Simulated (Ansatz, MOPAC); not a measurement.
One group Y is varied and pulled off as a radical: Y-SnCl3. All species are isolated molecules in the gas phase. Each species was relaxed from one start; no search for lower structures was made at this level. In the def2 sets, heavy atoms carry core potentials. Strings in code marks are SMILES.

Quantity: electronic energy of isomers of C4H9Cl3Sn relative to `C[C](C)(C)[Sn]([Cl])([Cl])[Cl]`, in kcal/mol. Semi-empirical values (MOPAC) are differences of heats of formation.

Level 1: CAM-B3LYP-D3(BJ)/def2-TZVP // PBE0-D3(BJ)/def2-SVP (Ansatz, a program for electronic structure)
Level 2: PBE-D3(BJ)/def2-TZVP // PBE0-D3(BJ)/def2-SVP (Ansatz)
Level 3: PM3 // PBE0-D3(BJ)/def2-SVP (MOPAC)
Level 4: PM7 // PBE0-D3(BJ)/def2-SVP (MOPAC)

```tsv
species	level 2	level 3	level 4
`CCC[CH2][Sn]([Cl])([Cl])[Cl]` (C–C–C–C torsion 180°, C–C–C–Sn torsion -180°)	2.53	-1.06	-3.71
```

### Question
What does level 1 give for each?

### Answer

- `CCC[CH2][Sn]([Cl])([Cl])[Cl]` (C–C–C–C torsion 180°, C–C–C–Sn torsion -180°): 1.24
